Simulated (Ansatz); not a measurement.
C5H5F3 (`FC1=C[C@@H](F)[C@H](F)C1`). Charge 0, multiplicity 1. The structure was optimised at the PBE0-D4/def2-TZVP level.

```xyz
13

F     2.022    0.826   -1.478
C     1.051    0.323   -0.732
C     0.917   -0.954   -0.399
C    -0.277   -1.110    0.471
F     0.098   -1.416    1.778
C    -0.974    0.262    0.443
F    -2.110    0.170   -0.340
C     0.008    1.239   -0.196
H     1.576   -1.761   -0.685
H    -0.973   -1.890    0.153
H    -1.285    0.547    1.450
H    -0.488    1.812   -0.983
H     0.433    1.951    0.517
```

What is the dipole moment at r2SCAN/def2-TZVPP? (An estimate is asked.)

The calculation gave: 0.80 D, with components (0.14, 0.76, -0.20) D in this frame, pointing from negative to positive charge.

And with PBE, B3LYP, ωB97M-V? (An estimate is asked.)

Computed: PBE 0.79 D, B3LYP 0.75 D, ωB97M-V 0.76 D.

Give the Mulliken charges with r2SCAN, ωB97M-V, PBE in def2-TZVPP. (Estimate.)

Ansatz gave: 
| atom | r2SCAN | ωB97M-V | PBE |
| --- | --- | --- | --- |
| F1 | -0.19 | -0.18 | -0.14 |
| C2 | 0.22 | 0.19 | 0.18 |
| C3 | -0.23 | -0.17 | -0.20 |
| C4 | 0.25 | 0.14 | 0.17 |
| F5 | -0.24 | -0.23 | -0.20 |
| C6 | 0.18 | 0.11 | 0.12 |
| F7 | -0.24 | -0.22 | -0.19 |
| C8 | -0.04 | -0.17 | -0.10 |
| H9 | 0.10 | 0.12 | 0.10 |
| H10 | 0.03 | 0.08 | 0.05 |
| H11 | 0.03 | 0.09 | 0.05 |
| H12 | 0.07 | 0.12 | 0.09 |
| H13 | 0.05 | 0.12 | 0.08 |

B3LYP here is the variant with VWN-RPA as its local correlation; programs differ in this.
